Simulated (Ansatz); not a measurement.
The cluster Hg2S2. Charge 0, multiplicity 1. Geometry r2SCAN-D4/def2-SVP.

```csv
atom,x (Å),y (Å),z (Å)
Hg1,0.703,0.592,0.261
Hg2,-2.041,-1.832,-0.895
S3,2.793,1.339,-0.171
S4,-1.455,-0.100,0.804
```

In the def2 sets Hg takes a core potential; there is no spin–orbit coupling. The restricted singlet is unstable towards broken spin symmetry in Hartree–Fock (as tested in another run); at PBE-D4/def2-TZVP, r2SCAN-D4/def2-TZVP, r2SCANh-D4/def2-TZVP, PBE0-D4/def2-TZVP and others this wasn't settled. At PBE-D4/def2-TZVP, r2SCAN-D4/def2-TZVP an occupied level lies above an empty one. Another isomer (singlet) lies 0.36 eV lower at PBE0-D4/def2-TZVP; other spin states weren't run for this one.

Task: Estimate the orbital energies around the gap (eV) in Ansatz with PBE-D4/def2-TZVP, r2SCAN-D4/def2-TZVP, r2SCANh-D4/def2-TZVP, PBE0-D4/def2-TZVP, ωB97X-V/def2-TZVP.

Result: 
```tsv
orbital	PBE-D4/def2-TZVP	r2SCAN-D4/def2-TZVP	r2SCANh-D4/def2-TZVP	PBE0-D4/def2-TZVP	ωB97X-V/def2-TZVP
HOMO−9	-11.57	-12.09	-12.85	-13.66	-16.26
HOMO−8	-11.56	-12.07	-12.79	-13.49	-16.05
HOMO−7	-11.50	-11.99	-12.68	-13.37	-15.76
HOMO−6	-11.49	-11.97	-12.66	-13.35	-15.75
HOMO−5	-9.05	-9.35	-9.78	-10.18	-12.56
HOMO−4	-8.62	-8.88	-9.27	-9.66	-11.96
HOMO−3	-7.19	-7.42	-7.77	-8.13	-10.47
HOMO−2	-6.56	-6.84	-7.31	-7.83	-9.96
HOMO−1	-6.09	-6.22	-6.39	-6.51	-8.26
HOMO	-5.43	-5.63	-6.02	-6.45	-7.67
LUMO	-5.63	-5.74	-5.60	-5.28	-4.09
LUMO+1	-2.05	-1.81	-1.59	-1.43	-0.03
LUMO+2	-1.73	-1.51	-1.22	-1.12	0.17
LUMO+3	-1.63	-1.35	-1.18	-0.88	1.03
LUMO+4	-0.65	-0.35	-0.12	0.02	1.52
LUMO+5	-0.62	-0.26	-0.05	0.04	1.72
```
